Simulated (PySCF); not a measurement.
CHF2, charge +1, multiplicity 1. Atoms are numbered in the order given.

```xyz
4

F      0.0000    -1.0575     0.2216
C      0.0000     0.0000    -0.4131
F      0.0000     1.0575     0.2216
H      0.0000     0.0000    -1.5100
```
Charge +1, spin multiplicity 1.

Geometry optimised at B3LYP-D3(BJ)/def2-TZVP. The multiplicity is an assumed one; other spin states were not compared. The isomer is the one that the SMILES or the coordinates give; other isomers of the formula were not compared.

The numbers are results of M06-2X/def2-TZVPD run with PySCF, not measurements.

The molecule is in vacuum.

Computed frontier levels, gap, dipole moment and polarisability:
```
Item                                                             Result
------------------------------------------------  ---------------------
highest occupied level                                        -23.32 eV
lowest empty level                                             -9.84 eV
orbital gap                                                    13.48 eV
dipole moment about the centre of nuclear charge                 2.67 D
mean static polarisability                         11.9 bohr³ (1.76 Å³)
polarisability, principal values                  8.9, 12.1, 14.7 bohr³
```
